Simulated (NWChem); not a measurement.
hydrogen telluride (H2Te); SMILES [TeH2]

```xyz
3

Te     0.0000     0.0000     0.0434
H      1.1785     0.0000    -1.1297
H     -1.1785     0.0000    -1.1297
```
Atoms are numbered in this order, from 1.

Results from NWChem. Coordinates come from a PBE0/def2-SVP optimisation. def2 effective core potentials on Te; no spin-orbit coupling. Ions are spin-unrestricted doublets at the neutral geometry; other ion states weren't tried.

| level | vertical ionisation energy, ΔSCF (eV) | −ε(HOMO) (eV) | ΔSCF minus −ε(HOMO) (eV) |
|---|---|---|---|
| B3LYP/def2-SVPD | 9.05 | 6.33 | 2.72 |
| PBE/def2-SVPD | 8.95 | 5.50 | 3.45 |
| LRC-wPBEh/def2-SVPD | ___ | ___ | ___ |
| CAM-B3LYP/def2-SVPD | 9.05 | 7.79 | 1.26 |
| LDA (Slater exchange, VWN5)/def2-SVPD | 9.19 | 5.62 | 3.57 |

Complete the blanks.


- LRC-wPBEh/def2-SVPD, vertical ionisation energy, ΔSCF (eV): 8.98
- LRC-wPBEh/def2-SVPD, −ε(HOMO) (eV): 8.37
- LRC-wPBEh/def2-SVPD, ΔSCF minus −ε(HOMO) (eV): 0.61
